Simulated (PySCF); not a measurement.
BiF2Br, SMILES [F][Bi]([F])[Br]. Geometry: PBE-D3(BJ)/def2-SVP. The def2 effective core potentials stand for the cores of Bi; spin–orbit coupling is left out.

Level of theory: PBE-D3(BJ)/def2-SVP (PySCF).

Harmonic wavenumbers (cm⁻¹): 108, 123, 164, 223, 564, 570. Rotational constants (GHz): 3.571, 1.019, 0.9533; symmetry number 1.

Work out the zero-point energy and the ideal-gas rigid-rotor harmonic-oscillator thermochemistry at 298.15 K and 1 atm.

ZPE = ½ Σ hcν = ½ × 1753 cm⁻¹ = 10.48 kJ/mol. H − E(el) = 28.05 kJ/mol. Entropy in J/(mol K): translation 180.95, rotation 120.99, vibration 49.39, total 351.33. G − E(el) = -76.70 kJ/mol. Cp = 74.13 J/(mol K). Modes under 150 cm⁻¹ make the vibrational entropy uncertain.
